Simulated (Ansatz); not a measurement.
Program: Ansatz. Geometries: PBE0-D4/def2-TZVP. ΔE: electronic, gas phase. CBS: MP2 limit from def2 TZ/QZ plus the TZ coupled-cluster correction, frozen cores. DFT in def2-TZVPP. One conformer a species, not always the lowest.

Consider the formal exchange of groups at a B–C bond: `N=C(F)BS` + `F[SiH2]O[SiH3]` → `[SiH3]O[SiH2]BS` + `N=C(F)F`.

`N=C(F)BS`:

Cartesian coordinates in Å:
```
N -1.100 -0.889 0.120
C 0.052 -0.645 -0.306
F 0.741 -1.563 -1.024
B 0.827 0.711 -0.073
S 0.064 1.999 0.844
H -1.424 -1.821 -0.137
H 1.921 0.881 -0.506
H -1.082 1.326 1.081
```

`F[SiH2]O[SiH3]`:

```xyz
9

F    -0.946   -0.182    2.251
Si   -1.377    0.076    0.738
O    -0.179   -0.373   -0.250
Si    1.340   -0.124   -0.819
H    -2.560   -0.762    0.458
H    -1.644    1.525    0.603
H     1.389   -0.596   -2.223
H     2.309   -0.887    0.005
H     1.670    1.324   -0.763
```

`[SiH3]O[SiH2]BS`:

```xyz
12

Si    0.829   -0.073    2.073
O     0.160   -0.051    0.579
Si    0.408    0.519   -0.950
B    -1.108   -0.096   -2.100
S    -2.403   -1.073   -1.419
H     0.945    1.309    2.609
H    -0.052   -0.877    2.954
H     2.182   -0.688    2.025
H     1.718    0.013   -1.452
H     0.495    2.008   -0.907
H    -1.216    0.154   -3.263
H    -1.958   -1.145   -0.148
```

`N=C(F)F`:

```xyz
5

N    -0.622    0.754    0.151
C     0.163   -0.199    0.185
F     0.598   -0.732    1.293
F     0.703   -0.849   -0.829
H    -0.842    1.026   -0.801
```

CCSD(T)/CBS gives +2.43 eV.

Another level gave +2.41 eV. Which?
A. PBE-QIDH/def2-TZVPP
B. r2SCAN/def2-TZVPP
C. SCS-MP2/def2-TZVPP
D. BHLYP/def2-TZVPP

D. BHLYP 2.41, SCS-MP2/def2-TZVPP 2.46, PBE-QIDH 2.28, r2SCAN 2.24 eV.

What do rigid-rotor, harmonic-oscillator terms from PBE0-D4/def2-TZVP frequencies (298.15 K, 1 bar) make of the CCSD(T)/CBS value? (Estimate.)

The calculation gave: ΔZPE = -0.02 eV, ΔH = +2.41 eV, ΔS = -2 J/(mol·K), ΔG = +2.42 eV. Modes under 50 cm⁻¹ make the entropy rough.

Largest T1 diagnostic among the species: 0.016.

Leaving LDA and LC-ωPBE aside and taking each functional with its dispersion term where it has one, the values, not all of them listed here, spread over 0.32 eV, from PBE-D4 to B2PLYP. LDA lies −0.05 eV from PBE without D4. The D4 term adds −0.04 eV with B3LYP and −0.02 eV with PBE0; it sums over pairs of atoms, weighted by their polarisabilities, and B3LYP, whose exchange is more repulsive, gets the larger term. At CCSD(T), def2-SVP lies −0.35 eV from the extrapolated value and def2-TZVPP −0.07 eV.

B3LYP here is the variant with VWN-RPA as its local correlation; programs differ in this.
